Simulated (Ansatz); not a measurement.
This geometry of ClH$_{3}$Sn (5 atoms, charge 0, multiplicity 1) is a first-order saddle point.

All numbers below come from RKS CAM-B3LYP-D4/def2-SVP (Ansatz 0.2.0).

```xyz
5
Properties=species:S:1:pos:R:3
Sn 0.244 0.000 -0.438
Cl 1.316 0.000 2.011
H 1.843 0.000 0.393
H -0.805 1.364 -0.349
H -0.805 -1.364 -0.349
```

**Question.** Which two structures does it join? (They come from a converged band through this point; their orientation in space is the band's.)

**Answer.** Bonds broken: Sn1–Cl2, Sn1–H3. Bonds formed: Cl2–H3.

First end point:

```xyz
5
Properties=species:S:1:pos:R:3
Sn 0.328 0.000 0.073
Cl 0.723 0.000 2.396
H 1.858 0.000 -0.674
H -0.558 1.415 -0.263
H -0.558 -1.415 -0.263
```

Last end point:

```xyz
5
Properties=species:S:1:pos:R:3
Sn -0.201 0.000 -0.923
Cl 1.547 0.000 1.496
H 2.672 0.000 0.863
H -1.113 1.269 -0.084
H -1.113 -1.269 -0.084
```

**Question.** How far does it lie above each of them?

**Answer.** 49.4 kcal/mol above the first and 18.5 kcal/mol above the second. This is the barrier of this one path; another mechanism may lie lower. The orbitals stay closed-shell, which can raise the energy where a bond breaks towards radicals; this wasn't checked here.

Time of the run: 42 s on 2 threads of AMD EPYC 9R45 96-Core Processor (Zen 5), with other jobs on the host, peak memory 0.15 GiB.
